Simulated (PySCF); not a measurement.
From one molecule to another.

First species: C₅H₁₀SSi.
SMILES: `CC#CCS[SiH2]C`

Second species: C5H10SSi.
SMILES: `C[SiH2]/C=C/C(C)=S`

Levels: PBE0/def2-SVPD for dipole moment, HOMO energy, LUMO energy, HOMO–LUMO gap, static isotropic polarisability and electronic spatial extent ⟨r²⟩ about the centre of nuclear charge; TDDFT PBE0/def2-SVPD for lowest singlet excitation; TDA PBE0/def2-SVPD for lowest triplet excitation (Tamm–Dancoff); GFN2-xTB for rotational constant A and rotational constant C. Geometries: GFN2-xTB. Each species is one conformer at its optimised geometry, gas phase, non-relativistic unless stated. Electronic properties by PySCF.

Dipoles, sizes and rotational constants follow the conformer. The torsions of the flexible species, by atom-mapped SMILES:
- `[CH3:1][C:2]#[C:3][CH2:4][S:5][SiH2:6][CH3:7]`: C3–C4–S5–Si6 66°, C4–S5–Si6–C7 176°
- `[CH3:1][SiH2:2]/[CH:3]=[CH:4]/[C:5]([CH3:6])=[S:7]`: C1–Si2–C3–C4 -118°, C3–C4–C5–C6 -2°

Values for the first species:

- Dipole moment: 1.55 D
- HOMO energy: -6.72 eV
- LUMO energy: -0.02 eV
- HOMO–LUMO gap: 6.70 eV
- Lowest singlet excitation: 5.26 eV
- Lowest triplet excitation (Tamm–Dancoff): 4.76 eV
- Static isotropic polarisability: 108.9 au
- Electronic spatial extent ⟨r²⟩ about the centre of nuclear charge: 1642 bohr²
- Rotational constant A: 2.830 GHz
- Rotational constant C: 0.720 GHz

(1) Estimate the same properties for the second species, and the change in each.

## Answers

(1) 
```tsv
property	first	second	second less first
dipole moment	1.55 D	3.54 D	+1.99 D
HOMO energy	-6.72 eV	-6.39 eV	+0.33 eV
LUMO energy	-0.02 eV	-2.77 eV	-2.75 eV
HOMO–LUMO gap	6.70 eV	3.62 eV	-3.08 eV
lowest singlet excitation	5.26 eV	2.04 eV	-3.22 eV
lowest triplet excitation (Tamm–Dancoff)	4.76 eV	1.58 eV	-3.18 eV
static isotropic polarisability	108.9 au	121.1 au	+12.2 au
electronic spatial extent ⟨r²⟩ about the centre of nuclear charge	1642 bohr²	1890 bohr²	+248 bohr²
rotational constant A	2.830 GHz	4.352 GHz	+1.522 GHz
rotational constant C	0.720 GHz	0.597 GHz	-0.123 GHz
```

On the first: The dipole matches unit charges of opposite sign 0.32 Å apart (1 e·Å = 4.8032 D). The vertical singlet–triplet gap S1 − T1 is 0.50 eV (TDDFT singlet less Tamm–Dancoff triplet; S1: HOMO→LUMO, weight 0.94; T1: HOMO→LUMO, weight 0.77).

On the second: The dipole equals about 11.8 × 10⁻³⁰ C·m (1 D = 3.33564 × 10⁻³⁰ C·m). The principal polarisabilities are 83.9, 101.1 and 178.1 au; their mean is the isotropic value.
